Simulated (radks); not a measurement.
Question: Eu I, 63 electrons, occupied as [Xe] 4f6 5d1 6s2 (not the ground configuration). All-electron calculation, Dirac Kohn-Sham, BLYP, spin-unpolarised, spherical densities, point nucleus; open shells fill j = l - 1/2 first. Program: a radial shooting solver on a logarithmic mesh with Libxc functionals. Some entries of the table are withheld. Estimate them.

orbital  occ.  eigenvalue (eV)  <1/r> (bohr^-1)
1s1/2       2        -48333.21            70.25
2s1/2       2        -7938.007              (1)
2p1/2       2              (2)            16.70
2p3/2       4              (3)            14.82
3s1/2       2        -1751.938            6.087
3p1/2       2        -1576.218            6.001
3p3/2       4        -1444.124            5.527
3d3/2       4        -1140.055            5.403
3d5/2       6        -1111.318            5.284
4s1/2       2        -352.8006            2.543
4p1/2       2        -284.9098            2.437
4p3/2       4        -255.6116            2.276
4d3/2       4        -143.8185            2.059
4d5/2       6        -138.5422            2.019
5s1/2       2         -47.7645           0.9810
5p1/2       2         -29.1124           0.8646
5p3/2       4         -25.0579           0.8063
4f5/2       6          -8.1877            1.480
4f7/2       0          -7.5192            1.462
6s1/2       2          -3.8916           0.3118
5d3/2       1          -2.5804              (4)
5d5/2       0          -2.3273              (5)

Answer: 
(1) 2s1/2 <1/r> (bohr^-1): 16.73
(2) 2p1/2 eigenvalue (eV): -7530.968
(3) 2p3/2 eigenvalue (eV): -6882.711
(4) 5d3/2 <1/r> (bohr^-1): 0.4755
(5) 5d5/2 <1/r> (bohr^-1): 0.4594
